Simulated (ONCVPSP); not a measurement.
u(r) = r·R(r): atom against pseudo-atom (Hg)

Columns: radius, all-electron u(r) and pseudo u(r) of the 5s shell (level -118.18 eV) of mercury in the configuration [Kr] 4d10 4f14 5s2 5p6 5d10 6s2; PBE, scalar-relativistic, ONCV scheme, ONCVPSP 4.0.1.

| r (bohr) | all-electron | pseudo |
| --- | --- | --- |
| 0.082 | 0.0572 | 0.0123 |
| 0.165 | 0.3578 | 0.0548 |
| 0.248 | -0.4315 | 0.1490 |
| 0.330 | -0.7032 | 0.2983 |
| 0.413 | -0.3710 | 0.4951 |
| 0.495 | 0.1760 | 0.7102 |
| 0.578 | 0.6807 | 0.9175 |
| 0.660 | 1.0264 | 1.0828 |
| 0.742 | 1.2118 | 1.1885 |
| 0.825 | 1.2675 | 1.2266 |
| 0.908 | 1.2306 | 1.1997 |
| 0.990 | 1.1382 | 1.1221 |
| 1.072 | 1.0175 | 1.0117 |
| 1.155 | 0.8856 | 0.8843 |
| 1.238 | 0.7561 | 0.7558 |
| 1.320 | 0.6375 | 0.6373 |
| 1.402 | 0.5314 | 0.5313 |
| 1.485 | 0.4381 | 0.4379 |
| 1.568 | 0.3585 | 0.3584 |
| 1.650 | 0.2923 | 0.2922 |
| 1.733 | 0.2366 | 0.2365 |
| 1.815 | 0.1913 | 0.1912 |
| 1.898 | 0.1537 | 0.1537 |
| 1.980 | 0.1235 | 0.1235 |
| 2.062 | 0.0990 | 0.0990 |
| 2.145 | 0.0790 | 0.0790 |

Problem. How many radial nodes do the two functions have?

Solution. The all-electron 5s function has n − l − 1 = 4 (the table is too coarse to show those close to the nucleus); the pseudo-wave has 0, since the states of the same l below it are removed with the core.

Problem. At about which radius was the pseudo-wave matched?

Solution. 1.30 bohr, where the columns begin to agree (steps of 0.08 bohr).

Problem. Is the pseudo-wave norm-conserving?

Solution. Yes: the ONCV scheme keeps the norm inside the radius equal to the all-electron one, which fixes the energy derivative of the logarithmic derivative at the level.
